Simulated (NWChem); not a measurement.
System: CH4BFO2; SMILES OB(CF)O

Input file for NWChem:

```
start job
memory heap 200 mb stack 700 mb global 900 mb
geometry units angstroms
  O     -0.981274     1.023006     0.415766
  B     -0.579862    -0.125811    -0.145149
  O     -1.520373    -0.918316    -0.695728
  C      0.991793    -0.537087    -0.154239
  F      1.752163     0.443946     0.472853
  H     -0.283113     1.558412     0.796127
  H     -1.230063    -1.736250    -1.093834
  H      1.194734    -1.466582     0.388064
  H      1.403141    -0.635743    -1.164419
end
basis spherical
  * library def2-svp
end
dft
  xc pbe0
  iterations 150
end
driver
  maxiter 120
end
task dft optimize
task dft freq
```

The level has its own optimisation; frequencies are unscaled.

**Question.** What results follow from this input? (PBE0/def2-SVP.) Quantities: r B–C (Å); r C–F (Å); r C–H (Å); highest harmonic frequency (cm⁻¹); lowest (cm⁻¹); zero-point energy (kcal/mol); dipole (D).

**Answer.** 
```
Property                           Value
---------------------------------  -----
r B–C (Å)                          1.595
r C–F (Å)                          1.389
r C–H (Å)                          1.106
highest harmonic frequency (cm⁻¹)   3946
lowest (cm⁻¹)                        103
zero-point energy (kcal/mol)        40.7
dipole (D)                          2.74
```
